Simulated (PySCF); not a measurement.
**Excitation energy of C⁺ by level of theory**

C⁺ [He] 2s2 2p1 (2P) → C⁺ [He] 2s2 3d1 (2D), as a difference of total energies. Calculation: PySCF 2.14, in aug-cc-pVDZ; no relativity, point nucleus. Correlated levels: valence: 1s2 frozen. The calculations carry no spin-orbit coupling.

```tsv
method	excitation energy (cm⁻¹)
UHF	161020
LDA	155740
PBE	154780
r2SCAN	158770
wB97M-V	156850
wB97X-V	159030
TPSSh	157870
MP2 (valence)	158920
SCS-MP2 (valence)	158390
```

Problem. Estimate what PBE0 gives.

Solution. 156820 cm⁻¹, closest to wB97M-V among the rows shown.

Problem. Estimate what revPBE gives.

Solution. 153960 cm⁻¹, closest to PBE among the rows shown.

Errors of the correlated levels include the incompleteness of this basis and the frozen core.

The promoted electron is Rydberg-like, and one or two diffuse shells describe it only roughly, which tends to raise the upper state.

For comparison: 145510 cm⁻¹ (measured; NIST levels, between the centres of gravity of the two terms).
